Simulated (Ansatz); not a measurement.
Al8Sb7I3⁻. Total charge -1; doublet. Geometry PBE-D4/def2-SVP, that of the neutral singlet.

Cartesian coordinates in Å:
```
Sb -1.446 1.996 -1.125
Sb 0.745 -0.718 -3.602
Sb -3.134 0.283 2.695
Sb -2.325 -2.644 -0.283
Sb 3.073 1.206 -0.144
Sb 2.216 -3.263 0.434
Sb -0.226 -0.009 2.999
Al 0.510 0.717 0.441
Al -1.622 2.050 1.570
Al 1.182 1.522 -2.230
Al -0.861 -0.816 -1.485
Al -0.071 -1.929 0.957
Al 1.932 -1.175 -1.236
Al -3.163 -0.096 0.006
Al 2.902 -0.966 1.469
I 1.870 3.725 -3.238
I -5.374 0.606 -0.998
I 3.791 -0.492 3.770
```

In the def2 sets I, Sb take a core potential; there is no spin–orbit coupling. Single mean-field runs in def2-TZVP are fitted with def2-universal-jkfit.

Estimate the α-spin orbital energies around the gap (eV) in Ansatz with HF/def2-TZVP, PBE-D4/def2-TZVP, PBE0-D4/def2-TZVP.


| orbital | HF/def2-TZVP | PBE-D4/def2-TZVP | PBE0-D4/def2-TZVP |
| --- | --- | --- | --- |
| HOMO−5 | -5.45 | -2.92 | -3.74 |
| HOMO−4 | -5.30 | -2.86 | -3.66 |
| HOMO−3 | -5.29 | -2.82 | -3.62 |
| HOMO−2 | -5.08 | -2.65 | -3.40 |
| HOMO−1 | -4.87 | -2.54 | -3.33 |
| HOMO | -3.72 | -1.32 | -2.01 |
| LUMO | 2.06 | -0.87 | -0.41 |
| LUMO+1 | 2.38 | -0.65 | -0.16 |
| LUMO+2 | 3.22 | 0.05 | 0.60 |
| LUMO+3 | 3.28 | 0.09 | 0.66 |
| LUMO+4 | 3.31 | 0.17 | 0.72 |
| LUMO+5 | 3.45 | 0.31 | 0.87 |
| β HOMO | -4.50 | -2.38 | -3.07 |
| β LUMO | 2.04 | -0.93 | -0.46 |
